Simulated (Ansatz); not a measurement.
Consider the hydrogenolysis of a C–Cl bond: `ClC(Cl)(Cl)Br` + H₂ → `ClC(Cl)Br` + HCl.

Computed with Ansatz on PBE0-D4/def2-TZVP structures; ΔE is electronic, products minus reactants. CCSD(T)/CBS adds triple-zeta CCSD(T) − MP2 to the extrapolated MP2 energy (def2 sets, frozen cores). This one scheme is used for every species. Functionals use def2-TZVPP. B3LYP here is the variant with VWN-RPA as its local correlation; programs differ in this. HSE06 is defined as in plane-wave codes. For Br outer-core shells are correlated without core-valence functions, which leaves a few kJ/mol of doubt a bond. Scalar relativity is left out up to krypton.

| level | ΔE (kcal/mol) | difference from CCSD(T)/CBS |
| --- | --- | --- |
| LDA (SPW92) | -25.2 | 2.5 |
| PBE-D4 | -25.5 | 2.2 |
| revPBE-D4 | -24.1 | 3.6 |
| r2SCAN-D4 | -27.2 | 0.5 |
| B97M-V | -28.8 | -1.1 |
| PBE0-D4 | -28.5 | -0.8 |
| B3LYP-D4 | -28.1 | -0.4 |
| r2SCANh-D4 | -28.1 | -0.4 |
| r2SCAN0-D4 | -29.4 | -1.7 |
| HSE06-D4 | -28.4 | -0.7 |
| BHLYP-D4 | -30.9 | -3.2 |
| CAM-B3LYP-D4 | -29.8 | -2.1 |
| ωB97M-V | -28.0 | -0.3 |
| B2PLYP | -29.6 | -1.9 |
| PBE-QIDH | -29.5 | -1.8 |
| PBE | -27.3 | 0.4 |
| revPBE | -28.4 | -0.7 |
| BLYP | -29.2 | -1.5 |
| PBE0 | -30.0 | -2.3 |
| B3LYP | -31.0 | -3.3 |
| r2SCANh | -28.5 | -0.8 |
| r2SCAN0 | -29.8 | -2.1 |
| HSE06 | -29.9 | -2.2 |
| CAM-B3LYP | -31.4 | -3.7 |
| LC-ωPBE | -30.9 | -3.2 |
| RPA@PBE/def2-TZVPP | -28.5 | -0.8 |
| HF/def2-SVP | -39.3 | -11.6 |
| MP2/def2-SVP | -27.2 | 0.5 |
| CCSD/def2-SVP | -31.1 | -3.4 |
| HF/def2-TZVPP | -38.0 | -10.3 |
| MP2/def2-TZVPP | -26.7 | 1.0 |
| SCS-MP2/def2-TZVPP | -28.1 | -0.4 |
| CCSD/def2-TZVPP | -31.6 | -3.9 |
| CCSD(T)/def2-TZVPP | -29.4 | -1.7 |
| HF/def2-QZVPP | -38.0 | -10.3 |
| MP2/def2-QZVPP | -25.7 | 2.0 |
| SCS-MP2/def2-QZVPP | -27.4 | 0.3 |
| HF/CBS(def2) | -38.0 | -10.3 |
| MP2/CBS(def2) | -25.0 | 2.7 |
| CCSD/CBS(def2) | -29.9 | -2.2 |
| CCSD(T)/CBS | -27.7 | 0 |

(1) What do rigid-rotor, harmonic-oscillator terms from PBE0-D4/def2-TZVP frequencies (298.15 K, 1 bar) make of the CCSD(T)/CBS value? (An estimate is asked.)

Largest T1 diagnostic among the species: 0.009.

Answers

(1) The calculation gave: ΔZPE = +4.5 kcal/mol, ΔH = -24.0 kcal/mol, ΔS = 40 J/(mol·K), ΔG = -26.8 kcal/mol.

In def2-TZVPP, CCSD(T) changes the Hartree–Fock value by +8.5 kcal/mol (the triples alone add +2.2 kcal/mol) and MP2 by +11.3 kcal/mol. Leaving LDA and LC-ωPBE aside and taking each functional with its dispersion term where it has one, the values spread over 6.8 kcal/mol, from BHLYP-D4 to revPBE-D4. LDA lies +2.1 kcal/mol from PBE without D4. At CCSD(T), def2-SVP lies −1.5 kcal/mol from the extrapolated value and def2-TZVPP −1.7 kcal/mol.
